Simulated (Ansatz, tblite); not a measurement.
Forces on Cd9S8Cl2 at its PBE-D4/def2-SVP geometry. Total charge 0; singlet.

In the def2 sets Cd takes a core potential; there is no spin–orbit coupling. The xTB rows come from tblite. Single mean-field runs in def2-TZVP are fitted with def2-universal-jkfit.

GFN2-xTB (tblite), largest force 0.42 eV/Å:

```xyz
19
positions Å, forces eV/Å
S    -3.210   -2.830   -2.014   -0.087   -0.218   -0.107
S     0.484   -0.576   -3.189   -0.229    0.097   -0.074
S    -1.117    2.642    2.992   -0.189   -0.078    0.073
S     2.133    2.655   -0.379    0.083    0.030   -0.269
S    -1.123   -0.279    0.422    0.161   -0.048    0.108
S     1.233   -3.679   -0.826    0.102   -0.058   -0.247
S     2.271   -0.620    2.862    0.104    0.202    0.244
S     4.234   -1.266   -0.362    0.025   -0.075    0.240
Cd   -3.603   -1.017   -0.584   -0.285   -0.002   -0.019
Cd   -2.552    1.815    1.046   -0.165    0.212   -0.024
Cd    0.264    1.118   -1.415   -0.014    0.325   -0.134
Cd   -0.807   -2.432   -1.676    0.051   -0.062   -0.280
Cd    2.413   -1.614   -2.024    0.022   -0.304   -0.046
Cd    0.367    3.283    1.144   -0.217    0.192   -0.191
Cd    0.062    0.378    2.610   -0.014    0.114    0.303
Cd    3.158    0.663    0.731    0.089   -0.166    0.131
Cd    2.135   -2.344    1.018    0.256   -0.087   -0.077
Cl   -4.828    0.864    0.556    0.112    0.149    0.076
Cl   -1.514    3.240   -0.911    0.196   -0.223    0.292
```

PBE-D4/def2-TZVP (Ansatz), largest force 0.19 eV/Å:

```
S 0.089 0.117 0.105
S 0.057 0.001 0.139
S 0.063 -0.069 -0.164
S -0.072 -0.091 0.089
S -0.025 0.051 0.035
S -0.014 0.130 0.043
S -0.095 0.009 -0.118
S -0.126 0.053 -0.022
Cd 0.029 -0.038 -0.034
Cd 0.086 -0.034 0.026
Cd 0.061 -0.087 0.029
Cd 0.011 -0.011 -0.025
Cd -0.066 0.039 0.088
Cd 0.027 -0.123 0.029
Cd 0.053 0.036 -0.070
Cd -0.100 -0.041 -0.054
Cd -0.006 0.070 -0.063
Cl 0.067 -0.024 -0.026
Cl -0.040 0.013 -0.007
```

PBE0-D4/def2-TZVP (Ansatz), largest force 0.56 eV/Å:

```
S 0.226 0.311 0.263
S 0.143 -0.009 0.441
S 0.183 -0.237 -0.470
S -0.272 -0.277 0.262
S -0.027 0.225 0.078
S -0.027 0.439 0.098
S -0.267 0.073 -0.380
S -0.453 0.149 -0.020
Cd 0.042 -0.097 -0.080
Cd 0.125 -0.049 0.004
Cd 0.075 -0.117 -0.035
Cd 0.008 -0.052 -0.079
Cd -0.116 -0.007 0.157
Cd -0.003 -0.162 -0.018
Cd 0.075 0.048 -0.089
Cd -0.067 -0.135 -0.077
Cd 0.059 0.083 -0.146
Cl 0.289 -0.068 -0.056
Cl 0.007 -0.117 0.149
```
